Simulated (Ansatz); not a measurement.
Molecule: C7H13, charge 0, multiplicity 2. It need not be the lowest isomer of its formula. 
Structure (B3LYP-D3(BJ)/def2-TZVP (Ansatz, an electronic-structure program) minimum search):
SMILES: CC(C[CH]C=C)C
```xyz
20

C     -2.6812    -0.6561    -0.6749
C     -1.3365     0.0677    -0.6376
C     -1.4061     1.3161     0.2401
C     -0.2206    -0.8894    -0.1656
C      1.1499    -0.3163    -0.2637
C      1.9900    -0.0912     0.8101
C      3.2550     0.4521     0.7347
H     -2.6461    -1.5294    -1.3297
H     -3.4738     0.0032    -1.0345
H     -2.9632    -0.9992     0.3245
H     -1.0892     0.3812    -1.6586
H     -1.6524     1.0465     1.2713
H     -0.4539     1.8478     0.2548
H     -2.1753     2.0038    -0.1168
H     -0.4258    -1.1912     0.8667
H     -0.2802    -1.7996    -0.7759
H      1.4988    -0.0403    -1.2559
H      1.6176    -0.3668     1.7943
H      3.6813     0.7466    -0.2163
H      3.8586     0.6003     1.6185
```
Charge 0, spin multiplicity 2.

Quantity: atomisation energy (electronic, to ground-state atoms), in kcal/mol. Correlated levels leave the core frozen unless marked. UHF or UKS for open shells. No spin-orbit coupling. Non-relativistic. The coupled-cluster limit lacks core correlation, which all-electron functionals hold. Basis-set limits of correlation are two-point, X^-3; Hartree-Fock from the larger set. [CCSD(T)-MP2]/basis is that difference in the basis named.

| level | program | atomisation energy (kcal/mol) |
|---|---|---|
| SVWN5/def2-TZVPD | Ansatz | 2209.6 |
| revPBE-D3(BJ)/def2-TZVPD | Ansatz + dftd3 | 1942.9 |

### Question
Predict the RI-MP2/CBS(cc-pVTZ,cc-pVQZ)+[CCSD(T)-MP2]/cc-pVTZ result (Ansatz).

### Answer
1945.5 kcal/mol
